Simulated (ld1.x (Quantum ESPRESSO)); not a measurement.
## O (Z = 8): one change to a TM potential, before and after

oxygen (O), norm-conserving Troullier–Martins (Kleinman–Bylander form), made with ld1.x (Quantum ESPRESSO) 7.5 (LDA (PZ), scalar-relativistic). Core [He], reference 2s1 2p5. Waves: 2p (bound): rc 2.00 bohr; 3d channel at 0.5 Ry: rc 1.70 bohr; 2s (bound): rc 0.75 bohr. Local part: the s channel. Core correction: none.

All-electron outer shells of the reference configuration (LDA (PZ), scalar-relativistic, ld1.x):

```csv
shell,level (eV),outermost node (bohr),outermost maximum (bohr)
1s,-511.50,–,0.13
2s,-24.21,0.28,0.88
2p,-9.60,–,0.82
```

Change: functional PBE.

Cutoffs: the cutoffs (Ry, on a coarse ladder) from which the occupation-weighted sum of valence levels, in a spherical-Bessel basis at the reference potential, stays within 10 and 1 mRy of its value at 400 Ry; they do not see the model core or the augmentation charge, which bear on the density cutoff. Errors are all-electron minus pseudo energies relative to the spin-unpolarised reference configuration.

Q: Predict the effect on cutoff, ghosts and configuration errors.

A: The potential gets neither clearly harder nor softer (70 Ry and 180 Ry → 70 Ry and 180 Ry); the number of tests with a reliable result goes from 9 to 7; of the 7 tests that both files solve, the error grows in 2 and shrinks in 1 by more than 15 % and 0.3 meV (median size 251.6 → 227.8 meV); neither file shows a bound ghost.

| quantity | base | changed |
| --- | --- | --- |
| cutoff, loose | 70 Ry | 70 Ry |
| cutoff, tight | 180 Ry | 180 Ry |
| bound ghosts | none | none |
| error for 2s2 2p4, meV [ΔE -14.58 → -14.95 eV] | +3.8 | -11 |
| error for 2s2 2p3, meV [ΔE 2.00 → 1.48 eV] | +252 | +228 |
| error for 2s2 2p2, meV [ΔE 35.71 → 35.07 eV] | +1079 | +1030 |
| error for 2s2 2p0, meV [ΔE 166.63 → 165.84 eV] | +7694 | +7564 |
| error for 2s2 2p4.3, meV [ΔE -16.76 → -17.07 eV] | -24 | -37 |
| error for 2s1 2p4, meV [ΔE 16.84 → 16.71 eV] | +37 | +31 |
| error for 2s2 2p1, meV [ΔE 89.67 → 88.94 eV] | +3213 | +3121 |
| s: phases at 2.20 bohr within 0.05 rad from the reference energy up to (Ry; the scan ends near 5) | to the end of the scan | to the end of the scan |
| p: phases at 2.20 bohr within 0.05 rad from the reference energy up to (Ry; the scan ends near 5) | 1.4 | 1.4 |
| d: phases at 2.20 bohr within 0.05 rad from the reference energy up to (Ry; the scan ends near 5) | to the end of the scan | to the end of the scan |
